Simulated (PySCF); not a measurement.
Geometries of 2 isomers of C6H6BCl, from PBE0-D3(BJ)/def2-SVP geometry optimisation, gas phase (PySCF). One conformer each, no zero-point energy, no frequencies.

**Question.** Which is lower in electronic energy at this level?
A.
```xyz
14
angstrom
B      2.521    0.306   -0.011
C      0.991    0.148    0.001
C      0.385   -1.122   -0.086
C     -0.995   -1.278   -0.074
C     -1.800   -0.140    0.027
Cl    -3.518   -0.319    0.044
C     -1.243    1.138    0.115
C      0.139    1.268    0.101
H      3.234   -0.668   -0.097
H      3.022    1.405    0.065
H      1.020   -2.009   -0.164
H     -1.459   -2.263   -0.142
H     -1.898    2.007    0.192
H      0.581    2.266    0.170
```
B.
```xyz
14
angstrom
Cl     2.731    5.863    0.785
B      1.987    4.240    0.870
C      2.926    3.042    0.970
C      2.591    1.715    1.049
C      1.303    1.107    1.059
C      0.056    1.676    0.992
C     -0.324    3.046    0.892
C      0.464    4.165    0.836
H      4.003    3.249    0.982
H      3.418    0.997    1.116
H      1.314    0.015    1.132
H     -0.781    0.971    1.020
H     -1.410    3.200    0.855
H     -0.083    5.113    0.760
```

**Answer.** B. That is 1-chloroborepin (`ClB1C=CC=CC=C1`), 27.2 kcal/mol below the other.

| SMILES | atoms numbered as above | E (Eh) | relative (kcal/mol) | relative (kJ/mol) | dipole (D) |
| --- | --- | --- | --- | --- | --- |
| ClB1C=CC=CC=C1 | [Cl:1][B:2]1[CH:3]=[CH:4][CH:5]=[CH:6][CH:7]=[CH:8]1 | -716.54495 | 0.0 | 0.0 | 3.28 |
| Bc1ccc(Cl)cc1 | [BH2:1][c:2]1[cH:3][cH:4][c:5]([Cl:6])[cH:7][cH:8]1 | -716.50155 | 27.2 | 113.9 | 0.39 |
